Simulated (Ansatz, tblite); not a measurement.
Cost and result up the ladder for B9As9 (18 atoms). Total charge 0; singlet. Geometry: PBE-D4/def2-SVP.

```xyz
18

As   -1.107    2.437    1.041
As   -0.571   -1.471   -4.639
As    2.593   -0.450   -2.424
As   -1.054    1.335   -2.017
As   -2.349   -0.338    4.257
As   -1.537   -1.089    0.593
As    2.857    0.301    2.554
As   -0.788    1.352    3.313
As    0.929   -1.996   -1.060
B    -0.833   -0.330   -3.118
B    -1.541    0.826   -0.060
B    -0.183    0.513    1.225
B     0.523   -0.027   -1.916
B     0.738   -1.153   -3.175
B     1.598   -0.160   -0.586
B     0.986    0.582    2.536
B     1.599    0.262    1.001
B    -1.861   -0.593    2.475
```

Ansatz on 2 threads of AMD EPYC 7R13 on a shared host and a share (18 GiB) of an NVIDIA H100 80GB HBM3; xTB runs through tblite on one thread. Times are rough, summed over both states, and most runs start from the orbitals of an earlier one. PBE0-D4/def2-TZVP serves as the yardstick here, not as an exact answer. The other state is a triplet.

The xTB rows come from tblite. Single mean-field runs in def2-TZVP are fitted with def2-universal-jkfit.

xTB has no spin-polarisation term.

| level | functions | wall time | vertical triplet (eV) | difference from PBE0-D4/def2-TZVP (eV) |
| --- | --- | --- | --- | --- |
| GFN1-xTB | 117 | 0.26 s | 1.55 | 0.09 |
| GFN2-xTB | 117 | 0.26 s | 1.63 | 0.17 |
| PBE0-D4/def2-TZVP | 711 | 38 s | 1.46 | 0.00 |
| PBE-D4/def2-TZVP | 711 | 39 s | 1.47 | 0.01 |
